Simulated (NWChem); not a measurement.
# NbOCl₃; SMILES [O]=[Nb]([Cl])([Cl])[Cl]

All runs: NWChem. All runs use the structure optimised with PBE0/def2-SVP. def2 effective core potentials on Nb; no spin-orbit coupling.

What does the run give for BP86/def2-SVP? Quantities: highest occupied level (eV); orbital gap (eV); dipole (D).


```json
{
  "highest occupied level (eV)": "-8.43",
  "orbital gap (eV)": "4.37",
  "dipole (D)": "1.04"
}
```
